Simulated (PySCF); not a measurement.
Species: C2H9BO.
Numbering: `[BH3-:1][O+:2]([CH3:3])[CH3:4]` (hydrogens: H5, H6, H7 on B1; H8, H9, H10 on C3; H11, H12, H13 on C4)

Method used: core-valence-separated Tamm–Dancoff BHandHLYP/aug-pcX-1 (pcseg-1 on H) in PySCF, non-relativistic, gas phase, PBE0-D3(BJ)/def2-SVP geometry.

Computed boron K-edge spectrum, Gaussian lines of 0.3 eV full width, highest printed point 100; it ends one width below the last computed root. No shift to experiment was applied.

```tsv
photon energy (eV)	absorption
188.2	1
188.3	6
188.4	30
188.5	74
188.6	100
188.7	73
188.8	29
188.9	6
189.0	1
189.1	0
189.2	0
189.3	0
189.4	0
189.5	0
189.6	1
189.7	1
189.8	1
189.9	3
190.0	9
190.1	20
190.2	30
190.3	32
190.4	23
190.5	13
190.6	15
190.7	29
190.8	35
190.9	24
191.0	9
```

Q: Where are the maxima, and which lines make them up?

A: 3 maxima:
- 188.6 eV: B1 (four-coordinate boron), 188.60 eV, f = 0.054, 100 % of the height at the exact maximum
- 190.3 eV: B1 (four-coordinate boron), 190.30 eV, f = 0.011, 58 % of the height at the exact maximum; B1 (four-coordinate boron), 190.14 eV, f = 0.008, 25 % of the height at the exact maximum; B1 (four-coordinate boron), 190.37 eV, f = 0.004, 17 % of the height at the exact maximum
- 190.8 eV: B1 (four-coordinate boron), 190.77 eV, f = 0.014, 72 % of the height at the exact maximum; B1 (four-coordinate boron), 190.82 eV, f = 0.005, 28 % of the height at the exact maximum

Roots within 0.03 eV on the same or equivalent atoms count as one line; shares under 12 % aren't listed.

Vibrational structure and lifetime widths aren't in the curve. The ionisation threshold wasn't computed; near and above it a finite basis only mimics Rydberg series and continuum.
